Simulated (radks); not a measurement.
Problem. Nd4+, 56 electrons, occupied as [Xe] 4f2. All-electron calculation, scalar-relativistic Kohn-Sham, PBE, spin-polarised, spherical densities, finite nucleus; open shells are filled with parallel spins first (spin-orbit coupling, left out, can overturn this in heavy ions); Fermi nuclear charge, rms radius 4.9123 fm. Program: a radial shooting solver on a logarithmic mesh with Libxc functionals. Some entries of the table are withheld. Estimate them.

orbital,occ.,eigenvalue (eV),<r> (bohr)
1s down,1,-43448.20,0.02363
1s up,1,-43448.20,0.02363
2s up,1,-7071.227,0.1010
2s down,1,-7071.220,0.1010
2p up,3,-6326.906,0.08881
2p down,3,-6326.901,0.08881
3s up,1,-1576.846,0.2664
3s down,1,-1576.169,0.2663
3p up,3,-1342.081,0.2646
3p down,3,-1341.407,0.2645
3d up,5,-1016.141,0.2419
3d down,5,-1015.619,0.2417
4s up,1,-355.7869,0.6049
4s down,1,-354.0080,0.6048
4p up,3,-278.4895,0.6392
4p down,3,-276.7098,0.6392
4d up,5,-168.4387,(1)
4d down,5,-166.6675,(2)
5s up,1,-83.4620,1.395
5s down,1,-82.5269,1.402
5p up,3,(3),1.574
5p down,3,(4),1.584
4f up,2,-50.4965,0.8964
4f down,0,-48.8815,0.9056

Solution. 
(1) 4d up <r> (bohr): 0.6974
(2) 4d down <r> (bohr): 0.6977
(3) 5p up eigenvalue (eV): -62.8930
(4) 5p down eigenvalue (eV): -62.1885
